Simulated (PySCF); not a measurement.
In(CF3)(OH)2 (CH₂F₃InO₂), SMILES F[C](F)(F)[In]([OH])[OH]. Atoms are numbered in the order given.

```xyz
9

In     0.2616     0.4726     0.3876
C     -0.5967    -1.1150    -0.9072
F     -1.8117    -1.4932    -0.4674
F      0.1753    -2.2117    -0.9502
F     -0.7500    -0.6804    -2.1745
O      1.2570    -0.0051     2.0513
H      1.5601     0.7892     2.5152
O      0.1224     2.4481     0.0738
H     -0.3550     2.6689    -0.7385
```
Charge 0, spin multiplicity 1.

Geometry optimised at B3LYP-D3(BJ)/def2-SVP. The def2 effective core potentials stand for the cores of In; spin–orbit coupling is left out. One conformer was computed; it need not be the lowest.

Calculation: r2SCAN/def2-TZVP (PySCF).

ESP charges are fitted to the potential on shells at 1.4 to 2.0 van der Waals radii. Atomic charges (e):

```json
[
 {"atom": "In1", "Löwdin": "0.49", "Mulliken": "0.78", "ESP fit": "0.85"},
 {"atom": "C2", "Löwdin": "(withheld)", "Mulliken": "0.37", "ESP fit": "0.27"},
 {"atom": "F3", "Löwdin": "(withheld)", "Mulliken": "-0.17", "ESP fit": "-0.14"},
 {"atom": "F4", "Löwdin": "(withheld)", "Mulliken": "-0.16", "ESP fit": "-0.12"},
 {"atom": "F5", "Löwdin": "(withheld)", "Mulliken": "-0.17", "ESP fit": "-0.17"},
 {"atom": "O6", "Löwdin": "-0.31", "Mulliken": "-0.64", "ESP fit": "-0.74"},
 {"atom": "H7", "Löwdin": "(withheld)", "Mulliken": "0.32", "ESP fit": "0.42"},
 {"atom": "O8", "Löwdin": "-0.31", "Mulliken": "-0.65", "ESP fit": "-0.71"},
 {"atom": "H9", "Löwdin": "(withheld)", "Mulliken": "0.31", "ESP fit": "0.35"}
]
```

Question: Complete the blanks. (An estimate is asked for; the answer gives what the named calculation found.)

Answer: 
- C2, Löwdin: -0.76
- F3, Löwdin: 0.19
- F4, Löwdin: 0.19
- F5, Löwdin: 0.18
- H7, Löwdin: 0.17
- H9, Löwdin: 0.16
